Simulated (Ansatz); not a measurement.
`SB(Cl)Cl` + H₂S → `SB(S)Cl` + HCl at 600 K and 1 bar (ligand exchange at a B–Cl bond).

Computed with Ansatz on PBE0-D4/def2-TZVP structures; ΔE is electronic, products minus reactants. CCSD(T)/CBS is the MP2 limit (def2-TZVPP, def2-QZVPP) plus CCSD(T) − MP2 in def2-TZVPP, frozen cores. This one scheme is used for every species. One conformer a species, not always the lowest.

```tsv
species	CCSD(T)/CBS energy (Eh)	H − E (kJ/mol)	S (J/(mol·K))
`SB(Cl)Cl`	-1342.83724	83.5	367.2
H₂S	-398.97279	60.8	230.9
`SB(S)Cl`	-1281.42501	111.5	383.6
HCl	-460.38127	35.4	207.2
```

H − E and S are ideal-gas, rigid-rotor, harmonic terms from PBE0-D4/def2-TZVP, for one conformer and one mirror image of each species. 1 Eh = 2625.50 kJ/mol, R = 8.31446 J/(mol·K).

Task: By hand: ΔE, ΔH, ΔS and ΔG.

Result: ΔE = (-1281.42501) + (-460.38127) − (-1342.83724) − (-398.97279) = 0.00375 Eh = 9.8 kJ/mol. Δ(H − E) = 111.5 + 35.4 − 83.5 − 60.8 = 2.6, so ΔH = 12.4 kJ/mol. ΔS = 383.6 + 207.2 − 367.2 − 230.9 = -7.3 J/(mol·K). ΔG = 12.4 − 600 × (-7.3)/1000 = 16.8 kJ/mol.

Task: By hand: the equilibrium constant, and the temperature at which ΔG would vanish if ΔH and ΔS stayed fixed.

Result: log₁₀ K = −ΔG/(RT ln 10) = -1.5. ΔH and −TΔS have one sign here, so there is no such temperature.

TΔS isn't small against ΔH here. A doubt of 5 kJ/mol in ΔE shifts log₁₀ K by 0.4 here. Other conformers and mirror images would add mixing entropy, several J/(mol·K) or more a flexible species. These are equilibria of isolated gas molecules and say nothing of rates. Largest T1 diagnostic: 0.013 (customary marks: 0.02 for closed shells, 0.045 for open ones).

ΔS is within the doubt of such terms, so its sign, and with it that verdict, could turn.
